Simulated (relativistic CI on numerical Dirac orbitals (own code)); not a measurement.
**Slater and spin-orbit integrals, Bi XXIX**

Calculated at this level of theory: Dirac-Coulomb-Breit CI, orbitals from a KLI potential per configuration, a model potential for QED, unscaled Slater integrals (own radial code, finite nucleus).

Slater integrals F^k, G^k are unscaled and averaged over j, outside the closed core [Ar] 3d10 4d10; ζ comes from projecting the Hamiltonian with its Breit term on Σ l·s of the shell.

- 4s²4p⁶4f⁹: F^2(4f,4f) = 266820, F^4(4f,4f) = 173200, F^6(4f,4f) = 126420, ζ(4f) = 14592 cm⁻¹; <r>(4f) = 0.3892, <r^2>(4f) = 0.1747 (bohr units).
- 4s²4p⁶4f⁸5s: F^2(4f,4f) = 269440, F^4(4f,4f) = 175010, F^6(4f,4f) = 127780, ζ(4f) = 14913, G^3(4f,5s) = 38506 cm⁻¹; <r>(4f) = 0.3861, <r^2>(4f) = 0.1718, <r>(5s) = 0.6964, <r^2>(5s) = 0.5403 (bohr units).
- 4s²4p⁶4f⁷5s²: F^2(4f,4f) = 272250, F^4(4f,4f) = 176960, F^6(4f,4f) = 129240, ζ(4f) = 15238 cm⁻¹; <r>(4f) = 0.3827, <r^2>(4f) = 0.1687 (bohr units).

Averages of the first 7 configurations, taken without configuration mixing, which lowers the lowest level and can move excited configurations by several eV; other configurations of the list can lie among them:

| Configuration | Parity | States | Average energy above the lowest level (eV) |
| --- | --- | --- | --- |
| 4s²4p⁶4f⁹ | odd | 2002 | 25.0 |
| 4s²4p⁶4f⁸5s | even | 6006 | 155.4 |
| 4s²4p⁶4f⁷5s² | odd | 3432 | 297.0 |
| 4s²4p⁵4f¹⁰ | odd | 6006 | 593.8 |
| 4s4p⁶4f¹⁰ | even | 2002 | 818.8 |
| 4s²4p⁶4f⁸6s | even | 6006 | 493.0 |
| 4p⁶4f¹¹ | odd | 364 | 1615.5 |
